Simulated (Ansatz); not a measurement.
`C=C1OC1[SiH3]` → `CC1[SiH2]C1=O`  (isomerisation)

Program: Ansatz. Geometries: PBE0-D4/def2-TZVP. ΔE: electronic, gas phase. CBS: MP2 limit from def2 TZ/QZ plus the TZ coupled-cluster correction, frozen cores. DFT in def2-TZVPP.

CCSD(T)/CBS gives -35.2 kJ/mol.

Task: Another level gave -31.2 kJ/mol. Which?
A. SCS-MP2/def2-TZVPP
B. MP2/def2-TZVPP
C. PBE/def2-TZVPP
D. PBE0/def2-TZVPP

Result: A. SCS-MP2/def2-TZVPP -31.2, PBE -47.0, PBE0 -41.5, MP2/def2-TZVPP -37.4 kJ/mol.

Largest T1 diagnostic among the species: 0.016.

In def2-TZVPP, CCSD(T) changes the Hartree–Fock value by −19.3 kJ/mol (the triples alone add −4.0 kJ/mol) and MP2 by −21.8 kJ/mol. From PBE to PBE0 (25 % exact exchange), in def2-TZVPP and without D4, ΔE moves by +5.4 kJ/mol.

CCSD(T)/CBS has its own doubt, a few kJ/mol and more with outer-core shells, so smaller differences from it don't rank the levels.
